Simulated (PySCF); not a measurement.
Sn(GeH3)(H)3 (GeH6Sn), SMILES [GeH3][SnH3].

The structure is a stationary point at PBE0-D3(BJ)/def2-TZVP. The def2 effective core potentials stand for the cores of Sn; spin–orbit coupling is left out.

These are PBE0-D3(BJ)/def2-TZVP (PySCF) values and carry that method's errors.

Frequencies are harmonic and unscaled.

Modes within 1.5 cm⁻¹ of each other (mostly degenerate sets) share a row, with their intensities summed.

Computed vibrational spectrum:
```
mode   ν (cm⁻¹)  IR (km/mol)  moving atoms (share of kinetic energy)
-----  --------  -----------  --------------------------------------
1            82          0.0                                 H 100 %
2           224          0.3                        Ge 60 %, Sn 38 %
3–4         320         41.9                                  H 99 %
5–6         501          2.3                                  H 93 %
7           661        431.1                                  H 98 %
8–9         731         91.8                                  H 99 %
10          797        112.9                                  H 97 %
11–12       884         69.9                                  H 99 %
13         1938        103.6                                 H 100 %
14–15      1942        326.1                                  H 99 %
16         2142         75.6                                 H 100 %
17–18      2154        220.4                                  H 98 %
```
